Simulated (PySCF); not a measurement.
**Ionisation energy of Ti+ by level of theory**

Ti+ [Ar] 3d2 4s1 (4F) → Ti(2+) [Ar] 3d2 (3F), as a difference of total energies. All numbers are calculated (PySCF 2.14, scalar relativity by spin-free X2C-1e, in cc-pVTZ-DK (7s6p4d2f1g, 68 functions)). Correlated levels: valence: [Ar] frozen. The calculations carry no spin-orbit coupling.

```csv
method,ionisation energy (eV)
UHF,12.940
TPSS,13.708
M06-2X,13.588
MP2 (valence),13.119
SCS-MP2 (valence),13.000
```

How much does correlation contribute at MP2 (valence)?

13.119 − (12.940) = 0.179 eV, measured against UHF.

The reference lies between the lowest fine-structure levels, while these numbers refer to the centres of the terms.

Errors of the correlated levels include the incompleteness of this basis and the frozen core.

For comparison: 13.575 eV (measured; NIST Atomic Spectra Database, ionization energies).
